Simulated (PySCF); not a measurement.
Species: CF3CH2CO2H, C3H3F3O2.
Numbering: `[O:1]=[C:2]([OH:3])[CH2:4][C:5]([F:6])([F:7])[F:8]` (hydrogens: H9 on O3; H10, H11 on C4)

All values: wB97X-D/pcSseg-2 (PySCF, non-relativistic), on one gas-phase PBE0-D3(BJ)/def2-TZVP geometry that isn't relaxed in the solvent. The solvent is an IEF-PCM continuum (cavity from Bondi-type radii × 1.2). Specific hydrogen bonds and non-electrostatic terms are outside this model.

Gas phase at wB97X-D/pcSseg-2: HOMO -10.68 eV, LUMO 1.34 eV, dipole 1.93 D.

**Question.** What does the continuum do to the energy, the frontier levels and the dipole at wB97X-D/pcSseg-2 in chloroform?

**Answer.** 
```
   solvent      ε  E(solvent) − E(gas) (kcal/mol)  polarisation term (kcal/mol)  distortion of the solute (kcal/mol)  HOMO (eV)  LUMO (eV)  dipole (D)
chloroform  4.711                           -5.91                         -6.44                                 0.53     -10.61       1.51        2.26
```

The first energy column is the sum of the next two and covers electrostatics alone.

**Question.** Which radius a makes the point-dipole formula ΔE = −[(ε − 1)/(2ε + 1)]·μ²/a³ give the value in chloroform, with the gas-phase dipole?

**Answer.** μ = 0.757 au and |ΔE| = 0.00941 Eh give a = 1.48 Å; the farthest nucleus lies 2.70 Å from the centroid of the nuclei, so such a sphere wouldn't even hold the nuclei. The formula assumes a rigid point dipole at the centre of a sphere.

The values belong to the conformer `[O:1]=[C:2]([OH:3])[CH2:4][C:5]([F:6])([F:7])[F:8]`: O1–C2–C4–C5 115°, C2–C4–C5–F6 -173°, H–O3–C2–O1 -2°.

The pairwise dispersion term of wB97X-D wasn't added to the energies; at a given geometry it leaves orbitals and properties as they are.
